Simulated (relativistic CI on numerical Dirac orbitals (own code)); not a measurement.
**Energy levels of Hg29+**

Calculated at this level of theory: Dirac-Coulomb-Breit CI, KLI orbitals optimised for each configuration, model QED, unscaled Slater integrals (own radial code, finite nucleus).

Configuration list (outside the closed core [Ar] 3d10): 4s2.4p6.4d10.4f5, 4s2.4p6.4d10.4f4.5s, 4s2.4p6.4d9.4f6, 4s2.4p6.4d10.4f3.5s2, 4s2.4p6.4d10.4f4.5p, 4s2.4p6.4d10.4f3.5s.5p, 4s2.4p5.4d10.4f6, 4s2.4p6.4d10.4f4.5d, 4s2.4p6.4d10.4f3.5p2, 4s2.4p6.4d10.4f3.5s.5d, 4s.4p6.4d10.4f6, 4s2.4p6.4d10.4f4.6p, 4p6.4d10.4f7. Levels of other configurations are missing.

| No. | Configuration | Term | J | E (cm⁻¹) | % | Landé g | Lifetime (s) |
| --- | --- | --- | --- | --- | --- | --- | --- |
| 41 | 4s2.4p6.4d10.4f5 | 4G° | 9/2 | 132708.6 | 22 | 1.065 | 4.29e-04 |
| 42 | 4s2.4p6.4d10.4f5 | 4G° | 7/2 | 135304.6 | 56 | 0.985 | 2.37e-04 |
| 43 | 4s2.4p6.4d10.4f5 | 2I° | 11/2 | 137217.1 | 24 | 1.070 | 4.51e-04 |
| 44 | 4s2.4p6.4d10.4f5 | 4G° | 5/2 | 137669.4 | 55 | 0.815 | 4.01e-04 |
| 45 | 4s2.4p6.4d10.4f5 | 4F° | 7/2 | 137911.9 | 44 | 1.101 | 4.02e-04 |
| 46 | 4s2.4p6.4d10.4f5 | 4K° | 17/2 | 139547.2 | 55 | 1.093 | 5.64e-04 |
| 47 | 4s2.4p6.4d10.4f5 | 2P° | 3/2 | 141149.0 | 35 | 1.463 | 6.20e-04 |
| 48 | 4s2.4p6.4d10.4f5 | 2H° | 11/2 | 142566.2 | 37 | 1.126 | 4.67e-04 |
| 49 | 4s2.4p6.4d10.4f5 | 4F° | 9/2 | 142793.8 | 42 | 1.096 | 6.94e-04 |
| 50 | 4s2.4p6.4d10.4f5 | 6P° | 7/2 | 143719.8 | 49 | 1.477 | 1.97e-03 |
| 51 | 4s2.4p6.4d10.4f5 | 4I° | 15/2 | 144707.8 | 37 | 1.082 | 1.38e-03 |
| 52 | 4s2.4p6.4d10.4f5 | 4G° | 5/2 | 146835.1 | 34 | 0.962 | 3.40e-04 |
| 53 | 4s2.4p6.4d10.4f5 | 2D° | 3/2 | 147331.1 | 27 | 1.059 | 3.82e-04 |
| 54 | 4s2.4p6.4d10.4f5 | 4K° | 15/2 | 147799.7 | 55 | 1.047 | 6.00e-04 |
| 55 | 4s2.4p6.4d10.4f5 | 4M° | 19/2 | 147923.1 | 39 | 1.064 | 8.33e-04 |
| 56 | 4s2.4p6.4d10.4f5 | 4G° | 9/2 | 149471.5 | 45 | 1.043 | 2.56e-04 |
| 57 | 4s2.4p6.4d10.4f5 | 4P° | 1/2 | 149794.4 | 70 | 1.856 | 2.66e-04 |
| 58 | 4s2.4p6.4d10.4f5 | 4F° | 5/2 | 151724.8 | 29 | 1.040 | 6.02e-04 |
| 59 | 4s2.4p6.4d10.4f5 | 4I° | 11/2 | 154467.8 | 46 | 1.038 | 6.06e-04 |
| 60 | 4s2.4p6.4d10.4f5 | 2N° | 19/2 | 155633.2 | 55 | 1.040 | 4.66e-04 |
| 61 | 4s2.4p6.4d10.4f5 | 2O° | 21/2 | 156439.7 | 53 | 1.034 | 6.81e-04 |
| 62 | 4s2.4p6.4d10.4f5 | 2G° | 9/2 | 157337.8 | 34 | 1.115 | 4.67e-04 |
| 63 | 4s2.4p6.4d10.4f5 | 4F° | 7/2 | 160156.5 | 37 | 1.172 | 5.50e-04 |
| 64 | 4s2.4p6.4d10.4f5 | 2H° | 9/2 | 160656.8 | 36 | 1.057 | 3.09e-04 |
| 65 | 4s2.4p6.4d10.4f5 | 4H° | 13/2 | 160745.3 | 33 | 1.060 | 5.64e-04 |
| 66 | 4s2.4p6.4d10.4f5 | 2M° | 17/2 | 162197.3 | 57 | 1.001 | 6.50e-04 |
| 67 | 4s2.4p6.4d10.4f5 | 4G° | 11/2 | 164550.6 | 31 | 1.076 | 4.40e-04 |
| 68 | 4s2.4p6.4d10.4f5 | 2K° | 13/2 | 165379.3 | 29 | 1.077 | 6.28e-04 |
| 69 | 4s2.4p6.4d10.4f5 | 2F° | 5/2 | 166094.7 | 26 | 1.025 | 2.91e-04 |
| 70 | 4s2.4p6.4d10.4f5 | 4G° | 7/2 | 167023.4 | 35 | 1.102 | 5.10e-04 |
| 71 | 4s2.4p6.4d10.4f5 | 4I° | 15/2 | 168728.6 | 37 | 1.071 | 1.91e-04 |
| 72 | 4s2.4p6.4d10.4f5 | 4P° | 5/2 | 170648.7 | 41 | 1.418 | 3.67e-04 |
| 73 | 4s2.4p6.4d10.4f5 | 4K° | 11/2 | 172181.8 | 28 | 1.030 | 3.77e-04 |
| 74 | 4s2.4p6.4d10.4f5 | 4H° | 7/2 | 173837.8 | 52 | 0.850 | 2.20e-04 |
| 75 | 4s2.4p6.4d10.4f5 | 2K° | 13/2 | 174231.9 | 38 | 1.033 | 3.03e-04 |
| 76 | 4s2.4p6.4d10.4f5 | 4F° | 3/2 | 175839.3 | 33 | 1.189 | 3.66e-04 |
| 77 | 4s2.4p6.4d10.4f5 | 2I° | 11/2 | 176972.8 | 28 | 1.048 | 4.52e-04 |
| 78 | 4s2.4p6.4d10.4f5 | 2O° | 23/2 | 180329.3 | 100 | 1.040 | 1.81e-03 |
| 79 | 4s2.4p6.4d10.4f5 | 4G° | 9/2 | 181206.0 | 44 | 1.065 | 3.75e-04 |
| 80 | 4s2.4p6.4d10.4f5 | 4P° | 1/2 | 181215.8 | 44 | 1.301 | 2.92e-04 |
| 81 | 4s2.4p6.4d10.4f5 | 2F° | 7/2 | 182806.3 | 46 | 1.030 | 3.96e-04 |
| 82 | 4s2.4p6.4d10.4f5 | 4I° | 15/2 | 183372.5 | 45 | 1.069 | 3.99e-04 |
| 83 | 4s2.4p6.4d10.4f5 | 2L° | 17/2 | 185015.8 | 41 | 1.094 | 5.67e-04 |
| 84 | 4s2.4p6.4d10.4f5 | 2D° | 3/2 | 185562.8 | 53 | 1.159 | 2.62e-04 |
| 85 | 4s2.4p6.4d10.4f5 | 4I° | 13/2 | 186620.3 | 46 | 1.039 | 2.57e-04 |
| 86 | 4s2.4p6.4d10.4f5 | 2H° | 11/2 | 187590.5 | 37 | 1.090 | 3.61e-04 |
| 87 | 4s2.4p6.4d10.4f5 | 2H° | 9/2 | 188267.6 | 33 | 1.071 | 5.15e-04 |
| 88 | 4s2.4p6.4d10.4f5 | 2F° | 7/2 | 188687.8 | 44 | 1.088 | 4.77e-04 |
| 89 | 4s2.4p6.4d10.4f5 | 4G° | 5/2 | 189326.0 | 39 | 1.091 | 1.96e-04 |
| 90 | 4s2.4p6.4d10.4f5 | 2L° | 17/2 | 195007.4 | 80 | 1.064 | 5.09e-04 |
| 91 | 4s2.4p6.4d10.4f5 | 4D° | 1/2 | 196966.2 | 41 | 1.098 | 1.81e-04 |
| 92 | 4s2.4p6.4d10.4f5 | 4F° | 3/2 | 198386.4 | 30 | 1.018 | 2.43e-04 |
| 93 | 4s2.4p6.4d10.4f5 | 2H° | 11/2 | 198549.2 | 37 | 1.073 | 7.85e-04 |
| 94 | 4s2.4p6.4d10.4f5 | 2D° | 5/2 | 199070.6 | 44 | 1.097 | 4.85e-04 |
| 95 | 4s2.4p6.4d10.4f5 | 4K° | 15/2 | 199944.3 | 77 | 1.075 | 5.41e-04 |
| 96 | 4s2.4p6.4d10.4f5 | 4K° | 13/2 | 200102.3 | 53 | 1.031 | 6.73e-04 |
| 97 | 4s2.4p6.4d10.4f5 | 4H° | 13/2 | 200708.1 | 51 | 1.121 | 3.01e-04 |
| 98 | 4s2.4p6.4d10.4f5 | 2H° | 9/2 | 200986.0 | 38 | 1.016 | 2.13e-04 |
| 99 | 4s2.4p6.4d10.4f5 | 4H° | 11/2 | 201435.2 | 41 | 1.078 | 3.65e-04 |
| 100 | 4s2.4p6.4d10.4f5 | 2M° | 19/2 | 203302.9 | 59 | 1.057 | 3.34e-04 |
| 101 | 4s2.4p6.4d10.4f5 | 4H° | 7/2 | 204096.9 | 34 | 0.888 | 2.00e-04 |
| 102 | 4s2.4p6.4d10.4f5 | 2H° | 9/2 | 205394.3 | 33 | 1.024 | 1.69e-04 |
| 103 | 4s2.4p6.4d10.4f5 | 2F° | 5/2 | 206165.5 | 31 | 1.075 | 2.58e-04 |
| 104 | 4s2.4p6.4d10.4f5 | 4K° | 17/2 | 206263.0 | 61 | 1.124 | 6.59e-04 |
| 105 | 4s2.4p6.4d10.4f5 | 2N° | 21/2 | 206992.5 | 54 | 1.025 | 3.08e-04 |
| 106 | 4s2.4p6.4d10.4f5 | 2H° | 11/2 | 208155.6 | 33 | 1.051 | 2.89e-04 |
| 107 | 4s2.4p6.4d10.4f5 | 4H° | 7/2 | 208491.8 | 36 | 0.942 | 3.51e-04 |
| 108 | 4s2.4p6.4d10.4f5 | 2H° | 9/2 | 211784.9 | 57 | 0.937 | 5.00e-04 |
| 109 | 4s2.4p6.4d10.4f5 | 4F° | 3/2 | 213627.5 | 30 | 1.066 | 2.66e-04 |
| 110 | 4s2.4p6.4d10.4f5 | 2I° | 13/2 | 214119.6 | 62 | 1.074 | 6.14e-04 |

Energies count from the lowest computed level; ° marks odd parity; lifetimes are radiative, by E1, M1, E2, M2 decay to levels of this space only.

The mean weight of the leading LS term, summed over parents, in these 70 levels is 43 %, and that of the leading jj configuration (from the same eigenvectors) 59 %, so jj coupling describes them better and the LS labels are nominal.

At this charge energies of transitions that change n are usually good to better than 1 %, and those within a shell (Δn = 0) to a few per cent. Terms inside the open d or f shell come out 10 to 20 % too wide with unscaled integrals.

LS names give the leading component of a level, which can be under half, so a name can repeat, a term be missing and a line seem to break the LS rules.
